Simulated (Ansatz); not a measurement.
The same path of C$_{2}$H$_{8}$FSbSi (13 atoms, charge 0, multiplicity 1) was run twice with different band settings. The coordinate that changes most is the dihedral H11–C4–Sb5–H13.

The calculation used RKS B3LYP-D4/def2-SVP in Ansatz 0.2.0.

Relaxed end points:

```xyz
13
Properties=species:S:1:pos:R:3
C -1.742 0.482 1.282
Si -0.380 0.899 0.073
F 0.869 1.540 0.929
C 0.288 -0.590 -0.835
Sb 2.439 -0.369 -1.346
H -2.080 1.377 1.829
H -1.393 -0.260 2.018
H -2.612 0.057 0.754
H -0.807 1.953 -0.892
H -0.245 -0.729 -1.791
H 0.179 -1.514 -0.247
H 2.538 -1.981 -1.964
H 2.965 -0.900 0.205
```

```xyz
13
Properties=species:S:1:pos:R:3
C -1.856 0.637 1.141
Si -0.275 0.731 0.148
F 0.857 1.474 1.081
C 0.422 -0.939 -0.306
Sb 2.616 -0.863 -0.631
H -2.202 1.640 1.437
H -1.710 0.040 2.057
H -2.656 0.163 0.549
H -0.444 1.574 -1.068
H -0.051 -1.326 -1.221
H 0.253 -1.670 0.502
H 2.506 0.474 -1.716
H 2.561 -1.969 -1.958
```

Common settings: movable images 5; climbing image yes; spring 5.0 eV/Å²; optimiser quadratic models (default); start path through a guess of the saddle point; force threshold 0.05 eV/Å; end points relaxed.

| run | iteration limit |
| --- | --- |
| 1 | 60 |
| 2 | 6 |

Question: What does each run give, and how far can it be trusted?

Answer: Run 1: converged after 6 iterations, highest image 0.053 eV above the first end. A vibrational analysis at the climbing image gives one clearly imaginary mode, 91i cm⁻¹: a first-order saddle point.
Run 2: converged after 6 iterations, highest image 0.053 eV above the first end. Another band between the same ends (5 images) ends at a top of the same energy, where a vibrational analysis finds 1 clearly imaginary mode.
